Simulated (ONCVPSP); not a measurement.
# Mn: one change to an ONCV potential, before and after

```json
{"Element": "manganese (Mn)", "Generator": "ONCVPSP 4.0.1", "Type": "optimised norm-conserving Vanderbilt (ONCV)", "Functional": "PBE", "Relativity": "scalar-relativistic", "Frozen core": "[Ne] 3s2", "Valence charge": "13", "Reference configuration": "3p6 3d5 4s2", "Partial waves": "4s: rc 2.15 bohr, ncon 4, nbas 7, qcut 2.4 1/bohr, 2 projectors, debl 1.7 Ha; 3p: rc 1.00 bohr, ncon 4, nbas 7, qcut 7.7 1/bohr, 2 projectors, debl 0.9 Ha; 3d: rc 1.55 bohr, ncon 4, nbas 8, qcut 10.3 1/bohr, 3 projectors, debl 3.3 Ha", "Local potential": "polynomial inside 0.90 bohr (lpopt 5, dvloc0 0 Ha)", "Core correction": "Teter function fitted to the true core (icmod 2), fcfact 0.2"}
```

In the p channel the program set the typed energies aside and used -2.006, 0.250 Ha.

All-electron outer shells of the reference configuration (PBE, scalar-relativistic, ld1.x):

```json
{"shell": "3s", "level (eV)": "-85.88", "outermost node (bohr)": "0.34", "outermost maximum (bohr)": "0.74"}
{"shell": "3p", "level (eV)": "-54.59", "outermost node (bohr)": "0.31", "outermost maximum (bohr)": "0.75"}
{"shell": "3d", "level (eV)": "-6.77", "outermost node (bohr)": "–", "outermost maximum (bohr)": "0.76"}
{"shell": "4s", "level (eV)": "-5.11", "outermost node (bohr)": "1.05", "outermost maximum (bohr)": "2.51"}
```

Change: s: rc 2.92.

Cutoffs: the cutoffs (Ha) at which the residual kinetic energy of the hardest occupied pseudo-wave falls to 1 and 0.1 mHa per electron; they do not see the model core or the augmentation charge, which bear on the density cutoff. Errors are all-electron minus pseudo energies relative to the spin-unpolarised reference configuration.

Task: What does the change do?

Result: The potential gets neither clearly harder nor softer (41 Ha and 77 Ha → 41 Ha and 77 Ha); both files keep a bound ghost (s); of the 4 tests that both files solve, the error grows in 2 and shrinks in 2 by more than 15 % and 0.3 meV (median size 13.9 → 21.9 meV).

```tsv
quantity	base	changed
cutoff, loose	41 Ha	41 Ha
cutoff, tight	77 Ha	77 Ha
loose cutoff by channel	s 6.2 Ha, p 28 Ha, d 41 Ha	s 3.0 Ha, p 28 Ha, d 41 Ha
bound ghosts	s	s
GHOST(+) flags under 300 eV	none	none
error for 3p6 3d5 4s1, meV [ΔE 8.42 eV]	-4.5	-6.0
error for 3p6 3d5 4s0, meV [ΔE 24.02 eV]	-18	-38
error for 3p6 3d4 4s0, meV [ΔE 56.53 eV]	+115	-56
error for 3p6 3d5.5 4s1.5, meV [ΔE -0.48 eV]	-10	+2.3
p: phases at 1.01 bohr within 0.05 rad from the reference energy up to (Ha; the scan ends near 5)	to the end of the scan	to the end of the scan
d: phases at 1.57 bohr within 0.05 rad from the reference energy up to (Ha; the scan ends near 5)	to the end of the scan	to the end of the scan
rms error of d²Exc/dni dnj with the model core, mHa	0.92	0.90
```

 A true bound ghost makes a file unfit for plane-wave use even where its test errors are small: the radial tests pick states by their node count and pass the ghost by.
